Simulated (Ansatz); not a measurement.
CoMe2 (C2H6Co). Charge 0, multiplicity 4. Geometry PBE0-D4/def2-TZVP.

Cartesian coordinates in Å:
```
Co 0.158 0.504 0.264
C -1.813 0.364 0.416
H -2.283 0.320 -0.572
H -2.237 1.228 0.943
H -2.103 -0.535 0.970
C 1.818 -0.343 -0.406
H 1.961 -1.335 0.037
H 2.703 0.257 -0.158
H 1.795 -0.459 -1.495
```

At HF/STO-3G the charge 0 quartet is spin-contaminated (final ⟨S²⟩ up to 4.77, 3.75 for a pure state). The order of the spin states hangs on the level: the doublet lies 0.18 eV below the quartet at PBE-D4/def2-TZVP, but 4.72 eV above it at HF/STO-3G. The quartet is doubtful at HF/STO-3G (⟨S²⟩ 4.77, where a pure state has 3.75). The doublet is doubtful at HF/STO-3G (⟨S²⟩ 2.70, where a pure state has 0.75).

(1) Estimate the α-spin orbital energies around the gap (eV) in Ansatz with HF/STO-3G, PBE-D4/def2-SVP, PBE-D4/def2-TZVP, r2SCAN-D4/def2-TZVP, PBE0-D4/def2-TZVP.

Results:

(1) 
| orbital | HF/STO-3G | PBE-D4/def2-SVP | PBE-D4/def2-TZVP | r2SCAN-D4/def2-TZVP | PBE0-D4/def2-TZVP |
| --- | --- | --- | --- | --- | --- |
| HOMO−13 | -91.14 | -63.25 | -63.28 | -66.13 | -69.45 |
| HOMO−12 | -23.85 | -16.01 | -16.34 | -17.17 | -18.50 |
| HOMO−11 | -23.60 | -15.85 | -16.18 | -17.01 | -18.31 |
| HOMO−10 | -19.52 | -9.21 | -9.38 | -9.81 | -11.63 |
| HOMO−9 | -19.48 | -9.17 | -9.32 | -9.69 | -11.41 |
| HOMO−8 | -18.88 | -9.12 | -9.31 | -9.67 | -11.30 |
| HOMO−7 | -18.43 | -9.06 | -9.23 | -9.57 | -11.06 |
| HOMO−6 | -16.57 | -8.23 | -8.40 | -8.97 | -10.55 |
| HOMO−5 | -13.76 | -7.41 | -7.64 | -8.50 | -10.43 |
| HOMO−4 | -13.56 | -7.26 | -7.42 | -8.11 | -9.96 |
| HOMO−3 | -13.44 | -6.49 | -6.67 | -7.35 | -9.93 |
| HOMO−2 | -13.31 | -6.22 | -6.25 | -6.89 | -9.20 |
| HOMO−1 | -10.90 | -5.89 | -6.24 | -6.65 | -7.89 |
| HOMO | -9.13 | -4.94 | -5.14 | -5.41 | -6.38 |
| LUMO | 4.14 | -0.87 | -1.16 | -0.98 | -0.59 |
| LUMO+1 | 4.37 | 0.92 | 0.48 | 0.65 | 1.22 |
| LUMO+2 | 8.72 | 1.17 | 0.87 | 1.44 | 1.63 |
| LUMO+3 | 15.66 | 2.04 | 1.37 | 2.22 | 2.21 |
| LUMO+4 | 19.63 | 3.42 | 2.73 | 3.48 | 3.57 |
| LUMO+5 | 19.73 | 3.43 | 2.88 | 3.78 | 3.80 |
| β HOMO | -4.72 | -4.73 | -4.98 | -5.52 | -7.04 |
| β LUMO | 3.58 | -3.95 | -4.15 | -3.56 | -2.48 |
